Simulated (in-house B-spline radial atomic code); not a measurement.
Neutral xenon is squeezed into an impenetrable sphere of radius R (the orbitals vanish at R). No spin polarisation. Level of theory: non-relativistic Hartree-Fock, average of configuration, point nucleus; calculated with a radial B-spline atomic code at the basis-set limit.

Energies in eV above the free atom in [Kr] 4d10 5s2 5p6:

```json
{"R (bohr)": "9.34", "highest level (eV)": "-12.4", "[Kr] 4d10 5s2 5p6": "0.001935", "[Kr] 4d10 4f1 5s1 5p6": "27.62", "[Kr] 4d10 5s2 5p5 5f1": "21.33", "-dE/dV in [Kr] 4d10 5s2 5p6 (GPa)": "0.00323"}
{"R (bohr)": "5.9", "highest level (eV)": "-12", "[Kr] 4d10 5s2 5p6": "0.5749", "[Kr] 4d10 4f1 5s1 5p6": "33.96", "[Kr] 4d10 5s2 5p5 5f1": "30.99", "-dE/dV in [Kr] 4d10 5s2 5p6 (GPa)": "2.31"}
{"R (bohr)": "5.03", "highest level (eV)": "-11", "[Kr] 4d10 5s2 5p6": "2.37", "[Kr] 4d10 4f1 5s1 5p6": "37.76", "[Kr] 4d10 5s2 5p5 5f1": "37.82", "-dE/dV in [Kr] 4d10 5s2 5p6 (GPa)": "13.2"}
{"R (bohr)": "4.13", "highest level (eV)": "-8.05", "[Kr] 4d10 5s2 5p6": "10.46", "[Kr] 4d10 4f1 5s1 5p6": "48.27", "[Kr] 4d10 5s2 5p5 5f1": "54.86", "-dE/dV in [Kr] 4d10 5s2 5p6 (GPa)": "88.2"}
{"R (bohr)": "3.64", "highest level (eV)": "-4.25", "[Kr] 4d10 5s2 5p6": "23.93", "[Kr] 4d10 4f1 5s1 5p6": "63.35", "[Kr] 4d10 5s2 5p5 5f1": "75.99", "-dE/dV in [Kr] 4d10 5s2 5p6 (GPa)": "266"}
{"R (bohr)": "3.09", "highest level (eV)": "4.53", "[Kr] 4d10 5s2 5p6": "62.52", "[Kr] 4d10 4f1 5s1 5p6": "103.5", "[Kr] 4d10 5s2 5p5 5f1": "127", "-dE/dV in [Kr] 4d10 5s2 5p6 (GPa)": "1010"}
{"R (bohr)": "2.59", "highest level (eV)": "22.5", "[Kr] 4d10 5s2 5p6": "157.9", "[Kr] 4d10 4f1 5s1 5p6": "198", "[Kr] 4d10 5s2 5p5 5f1": "238.9", "-dE/dV in [Kr] 4d10 5s2 5p6 (GPa)": "3920"}
{"R (bohr)": "2.19", "highest level (eV)": "54.7", "[Kr] 4d10 5s2 5p6": "355.8", "[Kr] 4d10 4f1 5s1 5p6": "388.2", "[Kr] 4d10 5s2 5p5 5f1": "453.8", "-dE/dV in [Kr] 4d10 5s2 5p6 (GPa)": "13700"}
{"R (bohr)": "1.7", "highest level (eV)": "161", "[Kr] 4d10 5s2 5p6": "1121", "[Kr] 4d10 4f1 5s1 5p6": "1110", "[Kr] 4d10 5s2 5p5 5f1": "1239", "-dE/dV in [Kr] 4d10 5s2 5p6 (GPa)": "85900"}
{"R (bohr)": "1.2", "highest level (eV)": "566", "[Kr] 4d10 5s2 5p6": "4760", "[Kr] 4d10 4f1 5s1 5p6": "4517", "[Kr] 4d10 5s2 5p5 5f1": "4841", "-dE/dV in [Kr] 4d10 5s2 5p6 (GPa)": "929000"}
```

(1) Does [Kr] 4d10 4f1 5s1 5p6 fall below [Kr] 4d10 5s2 5p6 under compression?

(2) Does [Kr] 4d10 5s2 5p5 5f1 fall below [Kr] 4d10 5s2 5p6 under compression?

The highest level is first positive in the row R = 3.09 bohr, pushed up by confinement above the zero of the free ion's potential. Each configuration is held fixed and needn't be the lowest in the sphere.

Results:

(1) Yes, between R = 2.19 and 1.7 bohr the order changes (near 1.83 bohr by linear interpolation).

(2) No, it stays above over the whole range.
